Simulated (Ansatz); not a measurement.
Ansatz (a first-principles code) input:

Ansatz 0.2 input:
```yaml
crystal:
  periodic: [false, false, false]
  atoms:
    - {symbol: C, position_ang: [2.93307085, 0.59380902, 0.58962466]}
    - {symbol: C, position_ang: [1.50060242, 0.30234062, 0.85045678]}
    - {symbol: C, position_ang: [0.67211539, 0.18847500, -0.43221942]}
    - {symbol: C, position_ang: [-0.82107137, -0.16243063, -0.26928576]}
    - {symbol: C, position_ang: [-1.54274253, 0.90052832, 0.56897371]}
    - {symbol: C, position_ang: [-0.99159262, -1.53763526, 0.38870776]}
    - {symbol: C, position_ang: [-1.44965570, -0.20197776, -1.66846077]}
    - {symbol: H, position_ang: [3.39855014, 0.29179154, -0.33950828]}
    - {symbol: H, position_ang: [3.56911655, 1.00011484, 1.36400793]}
    - {symbol: H, position_ang: [1.08429960, 1.07280945, 1.50738203]}
    - {symbol: H, position_ang: [1.41497045, -0.63486877, 1.42237305]}
    - {symbol: H, position_ang: [1.13376596, -0.56883666, -1.07520481]}
    - {symbol: H, position_ang: [0.74652205, 1.13527943, -0.97648619]}
    - {symbol: H, position_ang: [-2.61448322, 0.69385264, 0.61003258]}
    - {symbol: H, position_ang: [-1.41021894, 1.89580211, 0.13796866]}
    - {symbol: H, position_ang: [-1.17382516, 0.92596851, 1.59530935]}
    - {symbol: H, position_ang: [-0.46351185, -2.31010070, -0.17552360]}
    - {symbol: H, position_ang: [-0.61192479, -1.54869817, 1.41139380]}
    - {symbol: H, position_ang: [-2.04730924, -1.81528047, 0.42788505]}
    - {symbol: H, position_ang: [-1.35593613, 0.76518093, -2.16767300]}
    - {symbol: H, position_ang: [-0.96237130, -0.95184946, -2.29600410]}
    - {symbol: H, position_ang: [-2.51200250, -0.44982098, -1.61273434]}
basis:
  gaussian:
    orbitals: def2-TZVP
hamiltonian:
  xc: b3lyp
  dispersion: d3bj
magnetization: {spin_polarized: true, initial_magnetization: 1}
phonons: {temperatures: {t_min: 298.15, t_max: 298.15, t_step: 100}}
```

Task: What final total energy does it print?

Result: -275.86288 Eh (B3LYP-D3(BJ)/def2-TZVP). The basis has 307 functions.

It need not be the lowest isomer of its formula.
